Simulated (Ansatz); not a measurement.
(HZn-mu-OH)2 (Zn₂O₂H₄) was relaxed with r2SCAN-D4 (def2-SVP) in Ansatz in these states: charge +1 doublet, neutral singlet. The geometries follow in no particular order.

A:

```xyz
8

Zn    0.360   -0.665   -1.274
H     0.730   -1.351   -2.588
O     0.532    1.044   -0.395
Zn   -0.359    0.665    1.274
H    -0.731    1.351    2.588
O    -0.531   -1.044    0.395
H     0.945    1.856   -0.702
H    -0.945   -1.856    0.702
```

B:

```csv
atom,x (Å),y (Å),z (Å)
Zn1,-0.2961,0.1043,1.4110
H2,-0.3915,0.8453,2.7762
O3,-0.4252,-1.3069,0.1521
Zn4,0.2050,-0.3834,-1.3786
H5,0.6206,-0.1398,-2.8584
O6,0.3552,1.0918,-0.1271
H7,-0.7221,-2.2205,0.2585
H8,0.6540,2.0092,-0.2338
```

Judge from the bond lengths which geometry belongs to which state (an estimate).

A is the neutral singlet (O3–Zn4 1.929 Å, Zn1–O3 1.929 Å, Zn4–H5 1.528 Å); B is the charge +1 doublet (O3–Zn4 1.896 Å, Zn1–O3 1.896 Å, Zn4–H5 1.556 Å).
